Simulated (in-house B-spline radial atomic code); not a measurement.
Atomic self-consistent-field run: Br III (Br2+) (an excited or competing configuration). Level of theory: scalar-relativistic (X2C) B3LYP, spin-polarised, spherical fractional occupations, Fermi nucleus of rms radius 4.1629 fm; calculated with a radial B-spline atomic code at the basis-set limit.

Command:
```bash
python run_scf.py task.json out
```
Settings (nuclear radius in fm, mass in u):
```
Z                35
configuration    [Ar] 3d10 4s2 4p2 4d1
hamiltonian      x2c
method           b3lyp
spin_polarised   True
nucleus          fermi
rms_radius       4.1629
atomic_mass      78.91834
speed_of_light   137.035999084
```

Output (hartree, bohr):
```
 radial grid: 73 intervals, B-splines of order 8, outer radius 38.5185 bohr

 iter        energy (Eh)    residual
    1       -2603.137770    3.84e-01
    2       -2603.870524    1.57e-01
    3       -2604.412589    1.58e-02
    4       -2604.417396    6.29e-03
    5       -2604.418067    1.18e-03
    6       -2604.418104    1.81e-04
    7       -2604.418104    7.34e-05
    8       -2604.418104    3.58e-06
    9       -2604.418104    2.61e-07

 total energy                     -2604.41810
 kinetic                            2670.2395
 electron-nucleus                  -6257.7507
 Hartree                            1075.1636
 exact exchange                      -18.0124
 exchange-correlation                -74.0580

 orbital      occ     eigenvalue          <r>       <r^2>       <1/r>       r_max
 1s up      1.000      -491.8219    0.0423293  0.00242463     36.4954     0.02743
 1s down    1.000      -491.8148    0.0423289  0.00242457     36.4957     0.02743
 2s up      1.000       -65.3709      0.18913   0.0422466     8.04481      0.1591
 2s down    1.000       -65.3648     0.189122   0.0422422     8.04495      0.1591
 2p up      3.000       -57.7656      0.16528    0.033453     7.74412      0.1273
 2p down    3.000       -57.7566     0.165283   0.0334536     7.74387      0.1273
 3s up      1.000       -10.0653      0.55069    0.348931     2.62152      0.4838
 3s down    1.000       -10.0533      0.55064    0.348761     2.62088       0.484
 3p up      3.000        -7.6445     0.563386    0.371845     2.44743       0.481
 3p down    3.000        -7.6301     0.563332    0.371607     2.44674      0.4813
 3d up      5.000        -3.6327     0.588017    0.427758     2.15657      0.4309
 3d down    5.000        -3.6183     0.586041     0.42393     2.16035      0.4309
 4s up      1.000        -1.7393      1.57259     2.80176    0.845568       1.382
 4s down    1.000        -1.6252      1.56966     2.79942    0.850982        1.37
 4p up      2.000        -1.1793      1.81594     3.76645    0.720755       1.562
 4d up      1.000        -0.4813      2.77779     8.98758     0.46331        2.28
```

Run time, properties included: 0.2 s on 1 thread of Arm Neoverse V2, with other jobs on the host.

Caution: exact exchange at fractional occupations of open shells leaves self-interaction of up to several eV.

One-electron X2C: radii and densities carry no picture-change correction, so inner-shell <1/r> comes out high (for 1s by about 2 % at Z = 33, 5 % at 54, 10 % at 75, 30 % at 118) and <r> low.
